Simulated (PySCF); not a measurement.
# Correlation energy of Mg (magnesium, neutral)

[Ne] 3s1 3d1, high-spin 3D determinant (an excited configuration). Computed with PySCF 2.14 in x2c-TZVPPall with one added diffuse shell each of s, p, d type (6s5p4d, 41 functions), with scalar relativity by spin-free X2C-1e. Frozen: 1s2; 10 electrons correlated.

| level | correlation energy (mhartree) |
| --- | --- |
| CCSD | -168.93 |
| (T) | -1.21 |
| CCSD(T) | -170.14 |

Diagnostics: T1 = 0.0044, D1 = 0.0098, largest double amplitude 0.053.

Q: Is a single reference adequate?

A: Yes: T1 lies below 0.03 and no double amplitude reaches 0.07.

This basis was not built for core-valence correlation, so the inner-shell part is incomplete.
